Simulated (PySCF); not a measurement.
**Te²⁺ (tellurium, charge +2) across methods**

[Kr] 4d10 5s1 5p2 6s1, high-spin 5P determinant (an excited configuration). Computed with PySCF 2.14 in aug-cc-pwCVTZ-DK3 (10s9p7d4f1g, 109 functions), with the spin-free X2C one-electron Hamiltonian (Gaussian nucleus). The B2PLYP total includes its PT2 part (frozen core); its orbital energies are those of the SCF part.

| method | E (hartree) | mean ε 5s α (eV) | mean ε 5p α (eV) | mean ε 6s α (eV) | Σ⟨r²⟩ (bohr²) | ⟨S²⟩ |
| --- | --- | --- | --- | --- | --- | --- |
| BLYP | -6791.91 | -37.703 | -26.626 | -12.548 | 54.84 | 6.001 |
| PBE0 | -6791.34 | -39.886 | -28.272 | -13.220 | 54.99 | 6.001 |
| UHF | -6788.94560 | -44.857 | -31.662 | -14.273 | 56.02 | 6.002 |
| B2PLYP | -6790.99 | -41.661 | -29.398 | -13.493 | 55.53 | 6.001 |
| LDA | -6785.31 | -38.202 | -27.038 | -12.935 | 54.44 | 6.001 |
| r2SCAN | -6791.69 | -38.716 | -27.474 | -12.677 | 55.28 | 6.002 |
| PBE | -6791.26 | -37.944 | -26.914 | -12.751 | 54.76 | 6.001 |

The outer electron is Rydberg-like, and this basis confines it to a smaller radius and binds it less than a complete one would.
